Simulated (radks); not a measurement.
The numbers below are computed, except where a source is named.
The tantalum ion Ta+ inside a hard spherical wall (all orbitals vanish at R), configuration held at [Xe] 4f14 5d3 6s1 and not refilled when levels cross. Level of theory: scalar-relativistic Kohn-Sham, PBEsol, spin-polarised, spherical densities, finite nucleus; open shells are filled with parallel spins first (spin-orbit coupling, left out, can overturn this in heavy ions); Fermi nuclear charge, rms radius 5.3507 fm (a radial shooting solver on a logarithmic mesh with Libxc functionals). Eigenvalues in eV for spin up, with the zero of energy where the potential of the charges vanishes at infinity; a dash marks a level that is unbound or too diffuse for the functional's potential to be trusted. A positive occupied level is held by the wall or, in an anion where self-interaction has pushed it up, behind a barrier. The pressure on the wall is -dE/dV.

| R (bohr) | E (hartree) | kinetic (hartree) | e(5p) | e(4f) | e(6s) | e(5d) | e(6p, empty) | e(7s, empty) | pressure (GPa) |
|---|---|---|---|---|---|---|---|---|---|
| free | -15597.4149 | 17129.984 | -47.150 | -31.821 | -12.434 | -11.379 | -7.064 | - | 0 |
| 20 | -15597.4149 | 17129.984 | -47.150 | -31.821 | -12.434 | -11.379 | -7.064 | - | < 0.0001 |
| 7 | -15597.4109 | 17130.023 | -46.980 | -31.641 | -12.271 | -11.231 | -6.546 | 1.579 | 0.288 |
| 6 | -15597.3972 | 17130.125 | -46.601 | -31.235 | -11.843 | -10.890 | -5.606 | 6.327 | 1.69 |
| 5 | -15597.3391 | 17130.465 | -45.558 | -30.087 | -10.383 | -9.888 | -2.950 | 16.570 | 10.3 |
| 4 | -15597.0887 | 17131.635 | -42.951 | -27.097 | -5.301 | -6.978 | 5.061 | 41.120 | 71.2 |
| 3.5 | -15596.7133 | 17133.230 | -40.397 | -24.060 | 1.268 | -3.676 | 14.543 | 66.337 | 212 |
| 3 | -15595.8048 | 17136.996 | -35.835 | -18.617 | 15.120 | 2.737 | 33.163 | 111.23 | 734 |
| 2.5 | -15593.2831 | 17147.211 | -26.122 | -7.630 | 47.049 | 16.687 | 72.873 | 198.50 | 3140 |
| 2 | -15584.9103 | 17179.046 | -0.614 | 17.376 | 129.35 | 51.873 | 167.99 | 390.33 | 17700 |
| 1.5 | -15549.7256 | 17299.288 | 86.805 | 83.208 | 379.50 | 162.71 | 440.54 | 896.92 | 148000 |
